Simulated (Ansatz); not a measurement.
Cartesian coordinates in Å:
```
N -1.816 0.672 0.705
Al -0.129 0.650 0.197
O 0.708 2.124 0.309
Si 0.907 -1.412 -0.615
H -2.306 1.483 1.050
H -2.426 -0.129 0.691
H 1.623 2.236 0.063
H 1.418 -1.258 -2.008
H -0.050 -2.555 -0.618
H 2.071 -1.810 0.227
```

Total charge 0; spin multiplicity 1.

Problem. List the CAM-B3LYP/def2-TZVPP orbital energies in eV (Ansatz 0.2.0). (Best estimate.)

Solution. Computed: Occupied: -1800.50, -1525.99, -521.89, -390.61, -145.12, -114.06, -100.45, -100.45, -100.43, -74.78, -74.64, -74.60, -28.56, -24.59, -16.59, -15.59, -14.74, -13.03, -11.50, -11.10, -11.01, -10.70, -9.00, -8.90. Lowest empty: 0.40, 0.84, 1.08, 2.36, 2.54, 2.94, 2.95, 3.58.
